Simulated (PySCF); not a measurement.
Compound: C6H5F2O (doublet state).
Atom-mapped SMILES: `[O:1]=[C:2]=[C:3]([F:4])[C@@H:5]1[CH:6][C@@H:7]([F:8])[CH2:9]1` (hydrogens: H10 on C5; H11 on C6; H12 on C7; H13, H14 on C9)

Structure used (GFN2-xTB), in Å, numbered top down from 1:
```xyz
14
C6H5F2O angstrom
O      3.518   -1.333   -0.760
C      2.605   -0.609   -0.710
C      1.500    0.063   -0.576
F      1.420    1.394   -0.857
C      0.193   -0.579   -0.137
C     -0.937   -0.264   -1.041
C     -1.588    0.634   -0.060
F     -2.898    0.337    0.265
C     -0.541    0.202    0.984
H      0.389   -1.636    0.058
H     -1.132   -0.481   -2.071
H     -1.588    1.704   -0.313
H      0.021    1.010    1.442
H     -0.963   -0.442    1.750
```

The hyperfine couplings belong to this conformer and change with its torsions.

Computed, not measured: UKS B3LYP, pcH-1 on C F H O, non-relativistic, mean-field spin-orbit, GIAO in PySCF 2.14.0. Isolated species at its GFN2-xTB geometry (one conformer only). Couplings are sensitive to structure, and on GFN2-xTB geometries they can be far from those on DFT ones. The SCF solution wasn't tested for stability.

Q: Match the computed a_iso(19F) values +179.4, +4.2 MHz with the sites F4; F8.

A: 
| site | a_iso (MHz) | ρ(0) (bohr⁻³) | position | distance from C6 (Å) | bound to | spin population there | largest \|T\| (MHz) |
| --- | --- | --- | --- | --- | --- | --- | --- |
| F4 | +4.2 | +0.0010 | 3 bonds from C6 | 2.89 | C3 | +0.03 | 12.4 |
| F8 | +179.4 | +0.0426 | 2 bonds from C6 | 2.43 | C7 | -0.05 | 122.6 |

ρ(0) is the spin density at the nucleus and T the dipolar tensor. The largest Mulliken spin populations are on C6 (+0.98) and C5 (-0.07). No atom but C6 exceeds +0.15. The angles at C6 add up to 359.4°, so it is planar; its axial dipolar tensor and the negative coupling of its proton fit spin in a p orbital normal to that plane.

Examples of negative spin density at the nucleus (bohr⁻³): C5 (-0.0298), C7 (-0.0285) and H11 (-0.0131).

On one thread, Arm Neoverse V1 (aarch64), shared host with 32 logical CPUs at a one-minute load of 22, this took 80 s wall (with the writing of density and orbital grids) and 1.1 GiB of memory at its peak.
